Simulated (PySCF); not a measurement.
AlF2H4NO2Si, SMILES [OH][Al]([OH])[NH][SiH](F)F.

The structure is a stationary point at B3LYP-D3(BJ)/def2-SVP. The structure was generated by enumeration; whether it is a known compound was not checked. Other conformers were not sampled.

Two levels are set side by side: TDDFT-PBE/def2-SVPD (PySCF) and TDDFT-CAM-B3LYP/def2-SVPD (PySCF). Vertical, same geometry. The lowest singlet is HOMO→LUMO 100 % with PBE and HOMO→LUMO 90 % with the other functional; states are paired by order. Differences are taken from unrounded values.

```csv
quantity,TDDFT-CAM-B3LYP
lowest singlet excitation (eV),6.56
lowest triplet excitation (TDA) (eV),6.24
first bright state (f over 0.05) (eV),7.72
its oscillator strength,0.05
```

What does TDDFT-PBE give, and how far is it from TDDFT-CAM-B3LYP? (Estimate from the structure and the level; the computed values follow.)


```tsv
quantity	TDDFT-PBE	TDDFT-PBE minus TDDFT-CAM-B3LYP
lowest singlet excitation (eV)	5.45	-1.11
lowest triplet excitation (TDA) (eV)	5.26	-0.99
first bright state (f over 0.05) (eV)	6.75	-0.97
its oscillator strength	0.08	0.03
```

A lower first singlet is the usual sign of a functional without exact exchange. Differences between two approximate levels are no errors against the true value.

Rough cost on one machine, each run with all the roots and properties that it gave: TDDFT-CAM-B3LYP against TDDFT-PBE about 9 times.
